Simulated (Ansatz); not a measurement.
Compare A (`C[Si]SC`) with its isomer B (`S[SiH]1CC1`).

Calculated with Ansatz (gas phase, PBE0-D4/def2-TZVP geometries, no zero-point term in ΔE). CCSD(T)/CBS is the MP2 limit (def2-TZVPP, def2-QZVPP) plus CCSD(T) − MP2 in def2-TZVPP, frozen cores. This one scheme is used for every species. Functionals use def2-TZVPP. B3LYP here is the variant with VWN-RPA as its local correlation; programs differ in this. One conformer a species, not always the lowest.

Question: Which isomer does CCSD(T)/CBS put lower? Give the gap. (Estimate.)

Answer: The calculation gave: A, by 10.7 kJ/mol.

Question: Give E(B) − E(A) in kJ/mol with ωB97M-V, CCSD/def2-TZVPP, B3LYP-D4, B2PLYP, MP2/def2-TZVPP, CCSD(T)/def2-TZVPP, PBE-D4. (An estimate is asked.)

Answer: The calculation gave: ωB97M-V 11.8, CCSD/def2-TZVPP 9.3, B3LYP-D4 20.8, B2PLYP 13.5, MP2/def2-TZVPP -1.2, CCSD(T)/def2-TZVPP 10.0, PBE-D4 13.6. The order is the other way round with MP2/def2-TZVPP.

Largest T1 diagnostic: 0.014.

In def2-TZVPP, CCSD(T) changes the Hartree–Fock value by −4.7 kJ/mol (the triples alone add +0.7 kJ/mol) and MP2 by −15.8 kJ/mol. From PBE to PBE0 (25 % exact exchange), in def2-TZVPP and without D4, E(B) − E(A) moves by −8.2 kJ/mol.
